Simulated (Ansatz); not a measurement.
Stepwise reaction of `[Cl][GaH2]` with hydrogen fluoride, as a gas-phase model of exchange steps in deposition or etching. ΔE in kJ/mol; ΔG adds harmonic PBE0-D4 terms to CCSD(T)/CBS, at 1 bar.

Calculated with Ansatz (gas phase, PBE0-D4/def2-TZVP geometries, no zero-point term in ΔE). CBS: MP2 limit from def2 TZ/QZ plus the TZ coupled-cluster correction, frozen cores. This one scheme is used for every species. DFT in def2-TZVPP. B3LYP here is the variant with VWN-RPA as its local correlation; programs differ in this. For Ga outer-core shells are correlated without core-valence functions, which leaves a few kJ/mol of doubt a bond. Scalar relativity is left out up to krypton.

| step | reaction | PBE-D4 | B3LYP-D4 | ωB97M-V | CCSD(T)/CBS | ΔG(400 K) |
| --- | --- | --- | --- | --- | --- | --- |
| 2 | `[F][GaH][Cl]` + H–F → `[F][Ga]([F])[Cl]` + H₂ | -40.2 | -43.3 | -41.6 | -38.9 | -37.2 |

Question: Give the row of step 1, `[Cl][GaH2]` + H–F → `[F][GaH][Cl]` + H₂. (Best estimate.)

Answer: The calculation gave: 
```csv
step,reaction,PBE-D4,B3LYP-D4,ωB97M-V,CCSD(T)/CBS,ΔG(400 K)
1,`[Cl][GaH2]` + H–F → `[F][GaH][Cl]` + H₂,-70.0,-72.7,-70.2,-66.8,-69.7
```

Question: By hand: ΔE of the 2 steps together at CCSD(T)/CBS.

Answer: (-66.8) + (-38.9) = -105.7 kJ/mol, or -52.8 kJ/mol a step.

In ΔE each step is higher than the one before. All are downhill at CCSD(T)/CBS. ΔG lies between -69.7 and -37.2 kJ/mol a step. PBE-D4 differs from CCSD(T)/CBS by -3.2 to -1.3 kJ/mol a step. Isolated molecules leave out the surface, adducts and barriers. Largest T1 diagnostic: 0.014.
